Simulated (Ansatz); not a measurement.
Geometry optimisation, RKS PBE/def2-SVP (Ansatz 0.2.0).

Input:

```yaml
crystal:
  periodic: [false, false, false]
  atoms:
    - { symbol: Zr, position_ang: [0.094905, 0.032211, -0.057471] }
    - { symbol: F, position_ang: [0.11477, 0.053996, 1.920035] }
    - { symbol: "N", position_ang: [1.999036, -0.022218, -0.81797] }
    - { symbol: H, position_ang: [2.737786, -0.648846, -0.470557] }
    - { symbol: H, position_ang: [2.417033, 0.594153, -1.524286] }
    - { symbol: "N", position_ang: [-0.765183, 1.712003, -0.833978] }
    - { symbol: H, position_ang: [-1.520078, 1.766815, -1.527421] }
    - { symbol: H, position_ang: [-0.644262, 2.65124, -0.430704] }
    - { symbol: "N", position_ang: [-0.904513, -1.565409, -0.830836] }
    - { symbol: H, position_ang: [-1.827001, -1.809428, -0.439197] }
    - { symbol: H, position_ang: [-0.617468, -2.301161, -1.485103] }
    - { symbol: Br, position_ang: [-3.292846, -0.31789, 1.847762] }
    - { symbol: H, position_ang: [-1.919679, -0.145466, 2.446027] }
basis:
  gaussian: { orbitals: def2-SVP }
hamiltonian:
  xc: pbe
relax:
  f_tol: 0.03
  max_steps: 50
output:
  orbitals: {}
```

Launched with:

```bash
$ ansatz run input.yaml --threads 4 --pin off --max-ram 5120MiB --backend cpu --events-out ev --progress --plain --runs-dir out
```

**Question.** Where does it end, and by what steps?

**Answer.** The run converged. After 8 steps the energy has fallen by 0.100 eV; Br12 moved furthest, 0.57 Å.

```
step  energy less start (eV)  largest force component (eV/Å)  accepted
   0                  0.0000                           1.088       yes
   1                 -0.0587                           0.253       yes
   2                 -0.0803                           0.283       yes
   3                 -0.0909                           0.285       yes
   4                 -0.0958                           0.218       yes
   5                 -0.0985                           0.103       yes
   6                 -0.0996                           0.052       yes
   7                 -0.1002                           0.034       yes
   8                 -0.1005                           0.020       yes
```

```xyz
13
Properties=species:S:1:pos:R:3
Zr 0.038 0.086 -0.116
F -0.098 0.136 1.867
N 1.982 -0.042 -0.726
H 2.684 -0.656 -0.294
H 2.460 0.541 -1.422
N -0.745 1.766 -0.969
H -1.464 1.824 -1.698
H -0.592 2.715 -0.603
N -0.960 -1.514 -0.882
H -1.896 -1.757 -0.525
H -0.653 -2.254 -1.521
Br -3.149 -0.610 2.318
H -1.735 -0.234 2.367
```

Whether the end is a true minimum wasn't checked by a vibrational analysis.

Time of the run: 37 s on 4 threads of Intel(R) Xeon(R) Platinum 8259CL CPU @ 2.50GHz (Skylake/Cascade Lake) (shared host), peak memory 0.27 GiB.
